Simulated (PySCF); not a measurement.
Frontier levels across methods

Species: CH7BFPSi.
Z-matrix (Å and degrees, PBE0-D3(BJ)/def2-SVP geometry), rows numbered from 1:
```
C 
B   1  1.5623
F   2  1.3357  1  118.18
P   2  1.9195  1  124.94  3  -175.42
Si  4  2.2534  2   99.74  1  -134.71
H   1  1.0979  2  114.69  3   177.61
H   1  1.1040  2  109.01  3   -60.44
H   1  1.1039  2  109.38  3    55.07
H   4  1.4246  2   98.53  1   -33.69
H   5  1.4933  4  108.48  2   170.49
H   5  1.4956  4  113.69  2    49.63
H   5  1.4910  4  107.26  2   -71.35
```

Basis pcSseg-2 throughout (PySCF), one geometry. The structure is a single PBE0-D3(BJ)/def2-SVP conformer in the gas phase; no vibrational or solvent corrections.

Task: How do the orbital energies, the gap and the dipole change with the method?

Result: 
| method | kind | HOMO (eV) | LUMO (eV) | gap (eV) | μ (D) | SCF cycles |
| --- | --- | --- | --- | --- | --- | --- |
| BLYP | GGA | -6.12 | -1.67 | 4.44 | 1.33 | 15 |
| B97-D | GGA | -6.22 | -1.64 | 4.58 | 1.37 | 14 |
| OPBE | GGA | -6.26 | -1.68 | 4.58 | 1.43 | 16 |
| PBE | GGA | -6.27 | -1.83 | 4.44 | 1.38 | 15 |
| KT2 | GGA | -6.32 | -1.84 | 4.48 | 1.38 | 15 |
| KT3 | GGA | -6.34 | -1.77 | 4.57 | 1.36 | 15 |
| BP86 | GGA | -6.35 | -1.88 | 4.47 | 1.37 | 15 |
| LDA | LDA | -6.36 | -2.05 | 4.31 | 1.44 | 14 |
| B97-2 | global hybrid | -7.13 | -0.89 | 6.24 | 1.45 | 12 |
| B3LYP | global hybrid | -7.15 | -1.10 | 6.05 | 1.41 | 12 |
| PBE0 | global hybrid | -7.37 | -0.90 | 6.46 | 1.47 | 12 |
| mPW1PW91 | global hybrid | -7.39 | -0.90 | 6.49 | 1.46 | 12 |
| BHandHLYP | global hybrid | -8.33 | 0.10 | 8.43 | 1.49 | 12 |
| CAM-B3LYP | range-separated hybrid | -8.61 | 0.18 | 8.80 | 1.46 | 12 |
| wB97X-D | range-separated hybrid | -9.16 | 0.92 | 10.07 | 1.47 | 13 |
| HF | Hartree–Fock | -9.82 | 2.37 | 12.19 | 1.59 | 11 |
| LC-wPBE | range-separated hybrid | -9.93 | 1.31 | 11.23 | 1.54 | 13 |

The HOMO spans 3.81 eV, from BLYP down to LC-wPBE, and the gap runs from 4.31 eV (LDA) to 12.19 eV (HF). Over the methods BLYP (0 %), B97-D (0 %), OPBE (0 %), PBE (0 %), KT2 (0 %), KT3 (0 %), BP86 (0 %), LDA (0 %), B97-2 (21 %), B3LYP (20 %), PBE0 (25 %), mPW1PW91 (25 %), BHandHLYP (50 %), HF (100 %), a straight line through the gap against the share of exact exchange rises by 0.77 eV for each 10 % (correlation coefficient 0.999). The dipole ranges from 1.33 D (BLYP) to 1.59 D (HF). This basis has no diffuse functions.
